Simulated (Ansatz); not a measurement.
Reaction (redistribution): `[OH][SbH][SiH2][SeH]` + `C[SiH2]F` → `[OH][SbH][SiH3]` + `C[SiH](F)[SeH]`

Calculated with Ansatz (gas phase, PBE0-D4/def2-TZVP geometries, no zero-point term in ΔE). CCSD(T)/CBS is the MP2 limit (def2-TZVPP, def2-QZVPP) plus CCSD(T) − MP2 in def2-TZVPP, frozen cores. DFT in def2-TZVPP. def2 core potentials past Kr. For Sb, Se outer-core shells are correlated without core-valence functions, which leaves a few kJ/mol of doubt a bond. Scalar relativity is left out up to krypton. Each species was taken in one conformer, which may not be the lowest.

```
        level  ΔE (kcal/mol)
  LDA (SPW92)            0.8
   r2SCANh-D4           -0.3
   r2SCAN0-D4           -0.3
         BLYP           -1.0
      r2SCAN0           -0.5
    CAM-B3LYP           -1.0
CCSD/def2-SVP            0.5
HF/def2-QZVPP           -2.5
```

Question: What does CCSD(T)/CBS give? (Estimate.)

Answer: The calculation gave: +0.1 kcal/mol. The listed levels differ from it by 0.7, -0.4, -0.4, -1.1, -0.6, -1.1, 0.4, -2.6 kcal/mol.

Largest T1 diagnostic among the species: 0.014.

In def2-TZVPP, CCSD(T) changes the Hartree–Fock value by +2.1 kcal/mol (the triples alone add +0.5 kcal/mol) and MP2 by +3.1 kcal/mol. The D4 term adds +1.0 kcal/mol with B3LYP and +0.5 kcal/mol with PBE0; it sums over pairs of atoms, weighted by their polarisabilities, and B3LYP, whose exchange is more repulsive, gets the larger term.

CCSD(T)/CBS has its own doubt, a few kJ/mol and more with outer-core shells, so smaller differences from it don't rank the levels.

B3LYP here is the variant with VWN-RPA as its local correlation; programs differ in this.
